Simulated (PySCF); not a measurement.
# Telling isomers of C9H15F apart by NMR

PySCF 2.14 calculation with PBE0/pcSseg-1 with gauge-including orbitals and structure optimised with GFN2-xTB; non-relativistic Hamiltonian, averaged over atoms made equivalent by symmetry, fast rotation or ring inversion, a single conformation, no solvent.

Referencing at the same level of theory: TMS for 1H (σref 31.72) and 13C (σref 186.93). Splittings of carbon signals by F and P are missing where no couplings were computed. Where no couplings were computed, multiplicities follow the n + 1 count of equivalent neighbours, and m marks all less simple cases (inequivalent or close neighbours, rings, F or P nearby). Shifts are as computed. Against solution values, carbons near 30 ppm lie about +3 ppm off and those near 130 ppm about +5 ppm. Of 1309 compounds with measured shifts, 239 miss one by over three times the rms of a fit or turn the order of signals round; such compounds aren't used in these exercises.

(1) Tabulate the signals of `CC(C)[C@@H]1C=CCC[C@@H]1F`, `C[C@@H]1C[C@H]2CC[C@]1(F)CC2` and their relative energies.

(2) What is the quickest way to tell CC(C)[C@@H]1C=CCC[C@@H]1F from C[C@@H]1C[C@H]2CC[C@]1(F)CC2?

Results:

(1) 
```tsv
SMILES	carbon types	δC	δH	E rel. (kcal/mol)
CC(C)[C@@H]1C=CCC[C@@H]1F	5×CH 2×CH2 2×CH3	135.5, 132.4, 95.1, 48.3, 33.8, 32.2, 25.0, 24.0, 20.5	6.20 (m, 1H), 5.86 (m, 1H), 4.98 (m, 1H), 2.68 (m, 1H), 2.12 (m, 1H), 2.01 (m, 1H), 1.97 (m, 1H), 1.96 (m, 1H), 1.53 (m, 1H), 1.07 (d, 3H), 1.04 (d, 3H)	19.1
C[C@@H]1C[C@H]2CC[C@]1(F)CC2	1×C 2×CH 5×CH2 1×CH3	96.1, 39.4, 37.5, 35.8, 30.0, 29.9, 28.3, 27.9, 17.2	2.01 (m, 1H), 1.94 (m, 1H), 1.84 (m, 1H), 1.82 (m, 1H), 1.75 (m, 1H), 1.74 (m, 1H), 1.72 (m, 1H), 1.65 (m, 1H), 1.63 (m, 1H), 1.56 (m, 1H), 1.35 (m, 1H), 1.10 (d, 3H), 1.05 (m, 1H)	0.0
```

Energies are electronic energies at PBE0/pcSseg-1 on these geometries, without zero-point or thermal terms, each for the one conformer computed, which needn't be the lowest.

(2) Both give the same number of carbon signals, but DEPT or the intensities differ. The first has an alkene CH at 135.5 ppm, the second a fully substituted sp3 carbon bonded to F (C) at 96.1 ppm. In the proton spectra the most deshielded non-exchanging signals are 6.20 (m, 1H) and 2.01 (m, 1H).
